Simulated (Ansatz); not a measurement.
CH5Cl3SSiTi (`C[SiH2][S][Ti]([Cl])([Cl])[Cl]`), relaxed with RKS PBE0-D4/def2-TZVP in Ansatz 0.2.0 from a GFN2-xTB geometry. The force threshold is 0.005 eV/Å; the program also tests the step.

The species carries charge 0 and has multiplicity 1.

Start:

```xyz
12

C     0.450    0.771    1.261
Si   -0.527   -0.864    1.209
S    -1.737   -0.846   -0.588
Ti   -0.085   -0.009   -1.888
Cl    0.036    2.113   -1.821
Cl    1.759   -1.016   -1.553
Cl   -0.637   -0.482   -3.883
H     1.265    0.777    0.530
H     0.887    0.938    2.242
H    -0.205    1.618    1.047
H    -1.538   -0.947    2.261
H     0.333   -2.053    1.185
```

```csv
step,energy (eV),largest force (eV/Å),largest move (Å)
1,-80498.7920,1.076,0.000
2,-80498.9845,0.459,0.197
3,-80499.0229,0.219,0.112
4,-80499.0343,0.074,0.088
5,-80499.0355,0.034,0.024
6,-80499.0358,0.062,0.029
7,-80499.0361,0.020,0.013
8,-80499.0362,0.009,0.009
9,-80499.0362,0.001,0.005
10,-80499.0362,0.001,0.005
```

End:

```xyz
12

C     0.452    0.798    1.468
Si   -0.503   -0.773    1.189
S    -1.619   -0.780   -0.670
Ti   -0.116   -0.083   -2.160
Cl    0.095    2.082   -2.041
Cl    1.793   -1.018   -1.688
Cl   -0.862   -0.677   -4.108
H     1.281    0.899    0.765
H     0.863    0.784    2.481
H    -0.196    1.671    1.369
H    -1.564   -0.937    2.214
H     0.376   -1.967    1.181
```

Hardware: 3 threads of an AMD EPYC 7R13 on a shared host and a share of an NVIDIA H100 80 GB. Wall time 34 s, peak host memory 1.1 GiB.
